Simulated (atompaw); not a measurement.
**Which change was made? (S, PAW (atompaw))**

S (Z = 16), PAW, made with atompaw 4.2.0.5 (PBE, non-relativistic). Core [Ne], reference 3s2 3p2 (charge +2). Waves: 3s (bound): rc 1.30 bohr; 3s channel at -2.35 Ry: rc 1.30 bohr; 3p (bound): rc 1.70 bohr; 3p channel at -1.25 Ry: rc 1.70 bohr. Local part: bessel scheme, radius 1.60 bohr. Core correction: smooth core density matched at 1.60 bohr. Augmentation charge: besselshape compensation charge, radius 1.60 bohr; PAW radius 1.70 bohr; waves and projectors: custom rrkj gramschmidtortho.

Cutoffs, loose and tight: the cutoffs (Ry, on a coarse ladder) from which the occupation-weighted sum of valence levels, in a spherical-Bessel basis at the reference potential, stays within 10 and 1 mRy of its value at 400 Ry. They see the waves, projectors and local potential, not the compensation charge or the core.

The base gives: outcome: generated, no UPF (negative core plus compensation charge); cutoff, loose: 21 Ry; cutoff, tight: 40 Ry; bound ghosts: none.

Task: After one change the result is: outcome: generated; cutoff, loose: 21 Ry; cutoff, tight: 40 Ry; bound ghosts: none. Which change was it?
A. core correction smooth core density matched at 1.36 bohr
B. local potential troulliermartins scheme with l = 2 at -0.5 Ry, radius 1.60 bohr
C. wave 3p (bound): rc 1.70 bohr becomes 3p (bound): rc 1.14 bohr

Result: A. The others give: wave 3p (bound): rc 1.70 bohr becomes 3p (bound): rc 1.14 bohr → outcome: failed: atompaw: The overlap operator has at least one negative eigenvalue! | local potential troulliermartins scheme with l = 2 at -0.5 Ry, radius 1.60 bohr → outcome: generated, no UPF (negative core plus compensation charge); cutoff, loose: 21 Ry; cutoff, tight: 40 Ry; bound ghosts: s.
